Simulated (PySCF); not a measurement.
Ranking problems on computed properties.

All species are isolated and taken at one optimised geometry, non-relativistic unless stated; the electronic structure was computed with PySCF and density fitting.

Dipoles, sizes and rotational constants follow the conformer. The torsions of the flexible species, by atom-mapped SMILES:
- `[O:1]=[CH:2][C@@H:3]([F:4])[CH2:5][SiH3:6]`: O1–C2–C3–F4 -166°, C2–C3–C5–Si6 52°
- `[O:1]=[CH:2][C@H:3]([SiH3:4])[CH2:5][F:6]`: O1–C2–C3–Si4 100°, C2–C3–C5–F6 159°
- `[F:1][SiH2:2][O:3][CH:4]1[CH2:5][CH2:6]1`: F1–Si2–O3–C4 65°, Si2–O3–C4–C5 156°
- `[F:1]/[CH:2]=[CH:3]\[CH2:4][O:5][SiH3:6]`: C2–C3–C4–O5 -146°, C3–C4–O5–Si6 174°
- `[H]/[N:6]=[CH:5]\[C:4]#[C:3][Si@H:2]([CH3:1])[N-:7][SiH3:8]`: C1–Si2–N7–Si8 -178°
- `[OH:1][Si@@H:2]1[CH2:3][CH2:4][C@H:5]1[F:6]`: H–O1–Si2–C3 173°
- `[F:1][CH2:2][C@H:3]1[CH2:4][SiH2:5][O:6]1`: F1–C2–C3–C4 71°

Question: Rank by dipole moment, highest first (wB97X-D/def2-SVPD at GFN2-xTB geometries).
A. `F[SiH2]OC1CC1`
B. `O=C[C@H]([SiH3])CF`
C. `O=C[C@@H](F)C[SiH3]`
D. `C[C@H]1[Si@H](F)OC1`

Answer: D (2.65 D), B (2.33 D), A (1.89 D), C (1.00 D).

Question: Rank by HOMO–LUMO gap, lowest first (wB97X-D/def2-SVPD at GFN2-xTB geometries).
A. `F/C=C\CO[SiH3]`
B. `O=C[C@H]([SiH3])CF`
C. `O=C[C@@H](F)C[SiH3]`
D. `C#CP=C=O`
E. `F[SiH2]OC1CC1`

Answer: D (8.26 eV), C (10.20 eV), B (10.38 eV), A (11.17 eV), E (11.93 eV).

Q: By how much do the two ends of that ranking differ?

A: By 3.67 eV, between `F[SiH2]OC1CC1` and `C#CP=C=O`.

Question: Rank by smallest rotational constant, lowest first (GFN2-xTB).
A. `C=C1C=CO[SiH2]1`
B. `C#CP=C=O`
C. `[H]/N=C\C#C[Si@H](C)[N-][SiH3]`
D. `F/C=C\CO[SiH3]`
E. `C(=O)[C@@H](CF)[SiH3]`
F. `O[Si@@H]1CC[C@H]1F`
G. `C[C@@H]1CO[Si@H]1F`

Answer: C (0.515 GHz), D (0.964 GHz), E (1.537 GHz), F (1.706 GHz), G (1.813 GHz), A (1.983 GHz), B (2.277 GHz).

Q: Give the two extremes of that set in cm⁻¹.

A: `[H]/N=C\C#C[Si@H](C)[N-][SiH3]`: 0.0172 cm⁻¹; `C#CP=C=O`: 0.0759 cm⁻¹.

Question: Rank by lowest triplet excitation (Tamm–Dancoff), highest first (TDA wB97X-D/def2-SVPD at GFN2-xTB geometries).
A. `O=C[C@@H](F)C[SiH3]`
B. `C[C@@H]1CO[Si@H]1F`
C. `F/C=C\CO[SiH3]`
D. `O=C[C@H]([SiH3])CF`
E. `F[SiH2]OC1CC1`
F. `O[Si@@H]1CC[C@H]1F`
G. `C#CP=C=O`
H. `C=C1C=CO[SiH2]1`

Answer: E (7.46 eV), B (6.65 eV), F (6.25 eV), C (4.59 eV), D (3.87 eV), A (3.75 eV), H (3.01 eV), G (2.72 eV).

Q: By how much do the two ends of that ranking differ?

A: By 4.74 eV, between `F[SiH2]OC1CC1` and `C#CP=C=O`.

Question: Rank by electronic spatial extent ⟨r²⟩ about the centre of nuclear charge, lowest first (wB97X-D/def2-SVPD at GFN2-xTB geometries).
A. `O[Si@@H]1CC[C@H]1F`
B. `FC[C@H]1C[SiH2]O1`
C. `F[SiH2]OC1CC1`
D. `P(C#C)=C=O`
E. `C1C(=C)[SiH2]OC=1`
F. `C[C@@H]1CO[Si@H]1F`

Answer: D (491 bohr²), E (631 bohr²), F (706 bohr²), A (724 bohr²), B (770 bohr²), C (874 bohr²).

Q: By how much do the two ends of that ranking differ?

A: By 383 bohr², between `F[SiH2]OC1CC1` and `C#CP=C=O`.

Question: Rank by HOMO energy, highest first (wB97X-D/def2-SVPD at GFN2-xTB geometries).
A. `C#CP=C=O`
B. `C=C1C=CO[SiH2]1`
C. `O=C[C@H]([SiH3])CF`
D. `O=C[C@@H](F)C[SiH3]`

Answer: B (-8.00 eV), A (-8.56 eV), C (-9.64 eV), D (-9.93 eV).

Q: By how much do the two ends of that ranking differ?

A: By 1.93 eV, between `C=C1C=CO[SiH2]1` and `O=C[C@@H](F)C[SiH3]`.
